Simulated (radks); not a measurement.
Q: These are the eigenvalues of the occupied orbitals of an atom or ion with whole-number occupations (eV). All-electron calculation, Dirac Kohn-Sham, LDA (Slater exchange, Perdew-Wang correlation), spin-unpolarised, spherical densities, finite nucleus; Fermi nuclear charge, rms radius of each element as measured or else 0.836 A^(1/3) + 0.57 fm. Program: a radial shooting solver on a logarithmic mesh with Libxc functionals.

| orbital | eigenvalue |
|---|---|
| 1s1/2 | -21931.83 |
| 2s1/2 | -3184.133 |
| 2p1/2 | -2946.897 |
| 2p3/2 | -2816.189 |
| 3s1/2 | -589.4894 |
| 3p1/2 | -497.3660 |
| 3p3/2 | -475.1669 |
| 3d3/2 | -311.4516 |
| 3d5/2 | -307.1206 |
| 4s1/2 | -111.0793 |
| 4p1/2 | -83.2385 |
| 4p3/2 | -79.6912 |
| 4d3/2 | -37.8131 |
| 4d5/2 | -37.3940 |

Which element is it, and in what charge state? The configuration may be excited. Open shells, if any, are shared by 2j + 1.

A: Z = 44, ruthenium, charge +3: Ru3+ in [Kr] 4d5. The list shows which subshells hold electrons but not how many an open one holds; the 1s level, -805.98 hartree, gives Z - s = 40.1 by -(Z - s)^2/2, which with screening and relativity narrows Z to a few neighbours, and the depths of the outer levels then fix element, charge and occupations together.
